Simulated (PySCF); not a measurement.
# Hartree-Fock beside MP2: BH3NOSi anion

Calculated results; nothing here was measured. They come from PySCF 2.14.0, an open-source quantum chemistry program, on an isolated molecule that a program drew, which may never have been made. The molecule is BH3NOSi anion (charge -1, singlet), drawn as the SMILES string `BN=[SiH][O-]`.

The geometry was optimised and harmonic frequencies were computed with HF and MP2, all in the aug-cc-pV(D+d)Z basis, for the commonest isotopes, with a restricted reference for singlets and an unrestricted one otherwise, and a frozen core in MP2. Each result is a local minimum of its method.

Geometry at the HF minimum:
```xyz
7
BH3NOSi anion, angstrom
B    -0.6979    1.5365    1.3226
N    -0.8053    0.3054    0.7553
Si   -1.0166   -1.1251    0.0812
O    -2.2337   -1.8790   -0.4565
H    -0.7920    1.7203    2.5342
H    -0.4843    2.5540    0.6671
H     0.2670   -1.8704   -0.0399
```

Lengths of the bonds as drawn, in Å (atoms numbered as above):
| bond | HF | MP2 |
|---|---|---|
| B1-N2 | 1.360 | 1.381 |
| N2-Si3 | 1.595 | 1.633 |
| Si3-O4 | 1.529 | 1.576 |
| B1-H5 | 1.229 | 1.230 |
| B1-H6 | 1.229 | 1.230 |
| Si3-H7 | 1.489 | 1.495 |

Rotational constants, in GHz:
```
constant,HF,MP2
A,34.57,33.46
B,3.245,3.104
C,3.043,2.913
```

Harmonic frequencies in cm^-1, each column in rising order, so a row needn't be the same motion in every method:
```
rank    HF   MP2
   1   115   107
   2   135   108
   3   304   326
   4   438   386
   5   650   553
   6   800   723
   7   971   883
   8  1014   945
   9  1080   987
  10  1219  1090
  11  1330  1242
  12  1654  1554
  13  2237     ?
  14  2409  2422
  15  2440  2433
```

**Estimate the missing MP2 frequency from the HF column.**

A single factor s that minimises the squared misfit of MP2 against s times HF over the other rows is sum(HF x MP2) / sum(HF^2) = 0.9629, with an rms misfit of 56 cm^-1. For rank 13 it gives 0.9629 x 2237 = 2154 cm^-1. The calculation gives 2187 cm^-1, 33 cm^-1 above the estimate. The drawn bonds are on average 1.3 % longer in MP2 than in HF.
